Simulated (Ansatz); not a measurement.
The lowest singlet and triplet of C4H4S (SMILES c1ccsc1); geometries from B3LYP-D3(BJ)/def2-TZVP, each state relaxed from the structure named, with no frequency check.
Singlet (charge 0, multiplicity 1):
| atom | x (Å) | y (Å) | z (Å) |
|---|---|---|---|
| C | 0.4640 | -1.2066 | 0.6623 |
| C | -0.9331 | -0.9928 | 0.5035 |
| C | -1.2141 | 0.1806 | -0.1352 |
| S | 0.2202 | 1.0323 | -0.5471 |
| C | 1.2119 | -0.1907 | 0.1406 |
| H | 0.8921 | -2.0749 | 1.1418 |
| H | -1.6928 | -1.6793 | 0.8480 |
| H | -2.1793 | 0.5889 | -0.3848 |
| H | 2.2848 | -0.0942 | 0.1226 |

A positive gap puts the triplet lower; no zero-point energy. R- takes a restricted singlet. U- takes an unrestricted singlet (broken symmetry where lower, unprojected). The triplet is unrestricted in single-reference levels. Active spaces average the two states.

Cores are frozen in the correlated methods.

The values were computed with Ansatz (a program for electronic structure). Each number belongs to the level named beside it.

```
level                                         gap E(singlet) − E(triplet), vertical, at the singlet's geometry (kcal/mol)
--------------------------------------------  ---------------------------------------------------------------------------
R-PBE/def2-TZVPP                                                                                                   -90.42
R-BHLYP/def2-TZVPP                                                                                                 -85.66
U-B2PLYP/def2-TZVPP                                                                                                -93.13
U-MP2/cc-pV(D+d)Z (spin-contaminated)                                                                                 [?]
U-CCSD/cc-pV(D+d)Z (spin-contaminated)                                                                             -91.66
U-CCSD/cc-pV(T+d)Z (spin-contaminated)                                                                             -90.13
U-CCSD(T)/cc-pV(D+d)Z (spin-contaminated)                                                                          -94.31
SA-CASSCF(6,5)/cc-pV(D+d)Z                                                                                         -86.13
FIC-NEVPT4(SD) on SA-CASSCF(6,5)/cc-pV(D+d)Z                                                                       -92.36
```

Question: What belongs in the gaps?

Answer: 
- U-MP2/cc-pV(D+d)Z (spin-contaminated), gap E(singlet) − E(triplet), vertical, at the singlet's geometry (kcal/mol): -105.44
